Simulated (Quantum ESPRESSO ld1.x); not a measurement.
Results of a calculation; reference values are marked as such.
Question: Coherent X-ray form factor from a spherical all-electron density. Code: ld1.x of Quantum ESPRESSO 7.5. Model: non-relativistic Kohn-Sham, LDA (Slater exchange, Perdew-Zunger correlation), spin-polarised, spherical densities, point nucleus.

| sin(theta)/lambda (1/angstrom) | f0 (electrons) |
|---|---|
| 0.05 | 33.532 |
| 0.1 | 32.242 |
| 0.15 | 30.414 |
| 0.2 | 28.370 |
| 0.25 | 26.358 |
| 0.3 | 24.511 |
| 0.4 | 21.384 |
| 0.5 | 18.788 |
| 0.6 | 16.479 |
| 0.8 | 12.538 |
| 1 | 9.673 |
| 1.25 | 7.499 |
| 1.5 | 6.313 |
| 2 | 4.976 |

The species is in the configuration that NIST lists as its ground one. Which atom or ion scatters so?

Answer: The krypton ion Kr2+, [Ar] 3d10 4s2 4p4. Extrapolating in s^2 from the first two rows gives f0(0) = 34.0, near the electron count 34; among species with that count, the fall with angle is slower the higher Z, and the table is that of Z = 36; from so few rows the species is fixed only to a neighbour or two.
